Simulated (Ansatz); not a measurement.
sulfur dioxide (O2S), singlet, at a GFN2-xTB geometry. Base run: CCSD(T)/cc-pVDZ in Ansatz (a first-principles code).

Input for Ansatz:
Ansatz 0.2 input:
```yaml
crystal:
  periodic: [false, false, false]
  atoms:
    - {symbol: S, position_ang: [0.01393578, -0.00400644, 0.37782868]}
    - {symbol: O, position_ang: [-0.03321683, 1.22242899, -0.36419754]}
    - {symbol: O, position_ang: [0.00534526, -1.21441610, -0.39145982]}
basis:
  gaussian:
    orbitals: cc-pVDZ
magnetization: {spin_polarized: false}
correlation: {method: ccsd_t}
```

Variants of this job, named by their change:

```tsv
change	ΔE vs base (kcal/mol)	MP2 correlation (Eh)	CC correlation without the perturbative part (Eh)	basis functions
base	0.000	-0.51733	-0.51502	46
fitting = cc-pVTZ-JKFIT (mean field), cc-pVTZ-RIFIT (correlation)	0.124	-0.51730	-0.51499	46
diis_vectors = 4	0.000	-0.51733	-0.51502	46
method = ccsd	12.72	-0.51733	-0.51502	46
lower_state_search = off	0.000	-0.51733	-0.51502	46
accuracy = high	-0.006	-0.51733	-0.51502	46
method = mp2	11.27	-0.51733	-	46
method = bccd	14.26	-0.51733	-0.51257	46
diis_vectors = 2	0.000	-0.51733	-0.51502	46
method = rpa	3.62	-	-	46
```

Ansatz warned in this series: the method lies far from an estimate of full CI.
